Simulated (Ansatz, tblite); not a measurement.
Cost and result up the ladder for the cluster GeBr2⁻ (the lowest doublet isomer of a short search) (3 atoms). The state is a doublet with charge -1. Geometry: B3LYP-D4/def2-TZVPD.

```
atom    x (Å)    y (Å)    z (Å)
 Ge1   0.6783   0.4609   0.6942
 Br2   0.5901  -1.9317  -0.1254
 Br3  -1.2684   1.4708  -0.5688
```

Ansatz on 4 threads of Intel Xeon on a shared host; xTB runs through tblite on one thread. Times are rough, summed over both states, and most runs start from the orbitals of an earlier one. PBE0-D4/def2-TZVPD serves as the yardstick here, not as an exact answer. The other state is a singlet.

The xTB rows come from tblite. The structure comes from a short search, and lower isomers may exist.

Raw xTB energies of ions are shifted by several eV, and xTB has no spin-polarisation term.

```
                             level  functions  wall time  vertical IE (eV)  difference from PBE0-D4/def2-TZVPD (eV)                       remarks
                          GFN1-xTB         27     0.02 s              5.35                                     3.32                             –
                          GFN2-xTB         27    0.023 s              5.41                                     3.38                             –
                 PBE-D4/def2-TZVPD        168      7.9 s              1.83                                    -0.20  HOMO above zero (-1 doublet)
r2SCAN-D4/def2-TZVPD (with forces)        168       15 s              2.05                                     0.01  HOMO above zero (-1 doublet)
                PBE0-D4/def2-TZVPD        168       16 s              2.03                                     0.00                             –
```
